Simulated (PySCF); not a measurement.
**Electron affinity of Co by level of theory**

Co⁻ [Ar] 3d8 4s2 [3d3/2^4 3d5/2^4, M_J = 4] → Co [Ar] 3d7 4s2 [3d3/2^4 3d5/2^3, M_J = 9/2], as a difference of total energies. Calculation: PySCF 2.14, in x2c-TZVPall-2c with one added diffuse shell each of s, p, d type (7s8p5d1f, 63 functions); the two-component X2C-1e Hamiltonian. Correlated levels: [Ne] frozen; the 6 highest virtual spinors dropped. "Screened" scales the spin-orbit matrix elements by Boettger's factors to mimic the two-electron term; Breit and QED terms are absent.

```
                    method  electron affinity (eV)
           GHF (spin-free)                  -2.028
          GMP2 (spin-free)                   0.651
 GHF (screened spin-orbit)                  -2.041
GMP2 (screened spin-orbit)                   0.638
```

Errors of the correlated levels include the incompleteness of this basis and the frozen core.

The labels give the starting determinants; with spin-orbit coupling the two ends relaxed to ⟨J²⟩ = 20.08, ⟨L²⟩ = 12.01, ⟨S²⟩ = 2.07 and ⟨J²⟩ = 24.76, ⟨L²⟩ = 12.02, ⟨S²⟩ = 3.76.

A negative affinity means that the anion lies above the atom at that level of theory.

For comparison: 0.662 eV (measured; photodetachment measurements, as compiled on the Wikipedia data page of electron affinities).
